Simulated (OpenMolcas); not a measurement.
# 4d ions of charge +3 along the row

```yaml
Program: OpenMolcas 26.06
Method: XMS-CASPT2, IPEA 0.25 Eh, imaginary shift 0.1 Eh
Basis: ANO-RCC-VTZP
Scalar_Hamiltonian: DKH2, point nucleus
Spin-orbit_coupling: state interaction with AMFI integrals over the reference wave functions, term energies averaged over their components
```

Active space: the 4d shell; CASPT2 also correlates the outermost closed s and p core shells.

B and C come from two terms' centres of gravity (d2, d8: 3P = 15B, 1G = 12B + 2C; d3, d7: 4P = 15B, 2G = 4B + 3C; d4, d6: 3G = 9B + 4C, 3H = 4B + 4C; d5: 4D = 17B + 5C, 4G = 10B + 5C, above the ground term), where all their levels are at least 80 % pure. ζ = ±2S·A comes from the whole width of the ground multiplet by E(J) = (A/2) J(J+1), where its levels are at least 85 % pure. Energies in cm-1.

| Ion | Configuration | Lowest level | Weight (%) | B | B measured | C | C measured | ζ | ζ measured |
| --- | --- | --- | --- | --- | --- | --- | --- | --- | --- |
| Nb3+ | 4d² | ³F₂ | 99 | 631 |  | 2667 |  | 669 |  |
| Mo3+ | 4d³ | ⁴F_3/2 | 99 | 640 | 619 | 2802 | 2606 | 803 | 818 |
| Tc3+ | 4d⁴ | ⁵D₀ | 98 |  |  |  |  | 1035 |  |
| Ru3+ | 4d⁵ | ⁶S_5/2 | 99 |  |  |  |  |  |  |
| Rh3+ | 4d⁶ | ⁵D₄ | 98 |  |  |  |  | 1323 |  |
| Pd3+ | 4d⁷ | ⁴F_9/2 | 97 |  |  |  |  | 1585 |  |
| Ag3+ | 4d⁸ | ³F₄ | 99 |  |  |  |  |  |  |

Measured columns use the levels in Sugar and Musgrove, J. Phys. Chem. Ref. Data 17, 155 (1988) (Mo3+).

The computed ζ goes from 669 (Nb3+) to 1585 cm-1 (Pd3+), a factor of 2.37, rising at every step.

Term energies are means over components that CASPT2 splits; among the low terms the widest spread is 2700 cm-1 (4d⁶ ³G, Rh3+). The CASPT2 spread within a term exceeds the gap to the next term for 4d³ ²D(1) and 4d³ ²H, so the order of their levels is uncertain (figures for Mo3+; the like holds for Tc3+, Ru3+, Rh3+, Pd3+). Measured partners are found by configuration, term and J. A level has none where our copy of the source lacks it or the pairing is in doubt (some pairs that miss far off the trend of their configuration count as doubtful), and it then counts in no deviation. Levels of configurations outside the active space are missing.

A number in round brackets counts repeated terms of one configuration in the order of the reference energies.
